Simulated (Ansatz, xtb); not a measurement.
# Isomers of C5H5NO2 in order of energy

8 gas-phase structures of C5H5NO2, from a drawn sample of its isomers (lower ones may exist). Each was relaxed with GFN2-xTB; where two conformers were screened, the lower at r2SCAN-D4/def2-SVP is listed:

A. `N#C[C@@H]1CO[C@@H]1C=O`, a singlet
B. `N#C[C@@H]1OC[C@H]1C=O`, a singlet
C. `N#C[C@@]1(C=O)CCO1`, a singlet
D. `N#C[C@@H]1OC[C@@H]1C=O`, a singlet
E. `N#C[C@@H]1C[C@@H](C=O)O1`, a singlet
F. `N#CC1(C=O)COC1`, a singlet
G. `N#C[C@@H]1CO[C@H]1C=O`, a singlet
H. `N#C[C@@H]1C[C@H](C=O)O1`, a singlet

Q: Make a reasoned guess at their ranking by r2SCAN-D4/def2-SVP single-point energy.

A: Calculated order at r2SCAN-D4/def2-SVP: G (0.000), E (0.015), H (0.026), B (0.032), A (0.064), F (0.078), C (0.083), D (0.087) eV. Less than 1 kcal/mol parts G and E; E and H; H and B; B and A; A and F; F and C; C and D, so the order within those pairs means little.

Energies above the lowest of each column, in eV; the last columns are at B3LYP/def2-SVP geometries and were run for some of them only (a dash: not run or not comparable):

```csv
structure,GFN2-xTB,HF/STO-3G,r2SCAN-D4/def2-SVP,B3LYP/def2-SVP,CCSD(T)/def2-SVP + ΔMP2/def2-TZVPP
G,0.000,0.027,0.000,0.000,0.000
E,0.058,0.000,0.015,0.019,0.025
H,0.055,0.012,0.026,0.028,0.031
B,0.073,0.025,0.032,0.057,0.074
A,0.024,0.064,0.064,0.081,0.062
F,0.088,0.129,0.078,0.118,0.086
C,0.074,0.036,0.083,–,–
D,0.111,0.058,0.087,–,–
```

CCSD(T)/def2-SVP + ΔMP2/def2-TZVPP has E and G and H within 1 kcal/mol of each other at the bottom, and every level picks one of them. CCSD(T)/def2-SVP + ΔMP2/def2-TZVPP orders those it was run on as G (0.000), E (0.025), H (0.031), A (0.062), B (0.074), F (0.086) eV. Less than 1 kcal/mol parts G and E; E and H; H and A; A and B; B and F, so the order within those pairs means little. Flexible structures stand in one conformer each, not always the lowest. Frequencies (GFN2-xTB) were run for A, B, E, F, G, H alone. ΔMP2 is the change of the MP2 energy from the smaller to the larger basis.

Over these structures GFN2-xTB departs from r2SCAN-D4/def2-SVP by 0.022 eV on average once a common shift is removed. A GFN2-xTB relaxation took about 0.15 s and the r2SCAN-D4/def2-SVP energy about 2 s on a shared host (Ansatz 0.2.0, xtb 6.7.1).
